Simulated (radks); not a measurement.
Q: P IV, configuration [Ne] 3s2. Calculated with a radial shooting solver on a logarithmic mesh with Libxc functionals: Dirac Kohn-Sham, B86b exchange with PBE correlation, spin-unpolarised, spherical densities, point nucleus.

Spin-orbit splittings of the eigenvalues, e(l+1/2) - e(l-1/2), with zeta = 2 splitting/(2l+1) and mean radii in bohr:

| shell | occ. | splitting (eV) | zeta (eV) | <r> j=l-1/2 | <r> j=l+1/2 |
|---|---|---|---|---|---|
| 2p | 6 | ? | ? | 0.4814 | 0.4837 |
| 3p | 0 | 0.09432 | 0.06288 | 1.836 | 1.841 |

Estimate the 2p splitting.

A: 0.9250 eV (zeta = 0.6167 eV).
